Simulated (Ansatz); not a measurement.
The first iterations of a band of Cl + FH3OSi (7 atoms, charge 0, multiplicity 2).

Computed with UKS PBE-D4/6-31G* in Ansatz.

```
movable images  : 3
climbing image  : no
spring          : 5.0 eV/Å²
optimiser       : quadratic models (default)
start path      : through a guess of the saddle point
force threshold : 0.03 eV/Å
iteration limit : 60
end points      : relaxed
```

Image 0:

```xyz
7
Properties=species:S:1:pos:R:3
Si -0.008 0.046 0.067
F -0.342 0.782 1.498
H 1.465 -0.050 -0.108
H -0.685 0.927 -0.941
O -0.576 -1.510 0.033
H -1.546 -1.618 0.069
Cl 0.345 -0.594 3.543
```

Image 4:

```xyz
7
Properties=species:S:1:pos:R:3
Si 0.127 0.034 0.041
F 0.801 0.385 1.510
H 1.227 0.112 -0.961
H -0.946 1.054 -0.168
O -0.406 -1.531 0.013
H -1.123 -1.722 0.651
Cl -1.027 -0.348 3.076
```

| iteration | highest image above the first end (eV) | largest band force component (eV/Å) |
| --- | --- | --- |
| 1 | 2.028 | 8.119 |
| 2 | 1.145 | 5.616 |
| 3 | 0.420 | 1.512 |
| 4 | 0.228 | 1.265 |
| 5 | 0.123 | 1.488 |

Q: Does the band converge within its limit, and where does its top end?

A: It converged. It ended after 16 iterations with the highest image 0.000 eV above the first end. The highest image is an end point: on this band no image between the ends rises above it. So few images can step over the top or miss a turn of the path.

The run took 110 s on 2 threads of Arm Neoverse V1 (shared host), peak memory 0.16 GiB.
